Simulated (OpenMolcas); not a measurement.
An OpenMolcas run meant for Cs (ANO-R1, X2C; inactive shells 1s 2s 2p 3s 3p 3d 4s 4p 4d 5s 5p; intended active space 1 electron in 9 orbitals (5d 6s 6p)). One step of its input:

```
&CASPT2
Multistate=1 1
Frozen=14 9
IPEA=2.0
Imaginary=0.1
MaxIter=60
WThr=0.0 0.3 0.05
PrWF=0.5
NoMix
```

The run finished. Its levels beside those of a sound run (SS-CASPT2, IPEA 0.25 Eh, imaginary shift 0.1 Eh (closed shells correlated: 5s 5p)), in cm-1 above each run's lowest level:

| Level | This run | Usual run |
| --- | --- | --- |
| 6s 2S 1/2 | 0.0 | 0.0 |
| 6p 2P* 1/2 | 17635 | 17836 |
| 6p 2P* 3/2 | 18718 | 18918 |

Question: Which setting is unsound, and how much does it matter here?

Answer: The IPEA shift is far above its usual 0.25 hartree. Against the sound run the excited levels shown move by 200 cm-1 on average and by 200 cm-1 at most.

ANO sets are built for ground and valence states and can reach diffuse excited orbitals poorly. With one active electron, CASPT2 adds the correlation within the correlated inactive shells and between them and that electron, and leaves the splitting within a term as the reference gives it. The ANO-R sets hold no well-fitted valence p shell for this element, so s → p excitations can come out far too high. No level of 5d was computed, though it lies in the active space. Only configurations of the active space appear.

* marks odd parity.
